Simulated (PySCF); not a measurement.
# Correlation energy of Os²⁺ (osmium, charge +2)

[Xe] 4f14 5d5 6s1, high-spin 7S determinant (an excited configuration). Calculation: PySCF 2.14, in x2c-TZVPPall (11s7p7d3f1g, 97 functions); scalar relativity by spin-free X2C-1e. Frozen: [Xe] 4f14; 6 electrons correlated.

MP2 pair energies summed by pair of shells (mhartree):

| pair | energy | share (%) |
| --- | --- | --- |
| 5d-5d | -47.40 | 69.4 |
| 5d-6s | -20.91 | 30.6 |

Total MP2 correlation energy: -68.32 mhartree.

Same-spin part -68.32 and opposite-spin part 0.00 mhartree; SCS-MP2 scales them by 1/3 and 6/5 to -22.77 mhartree.
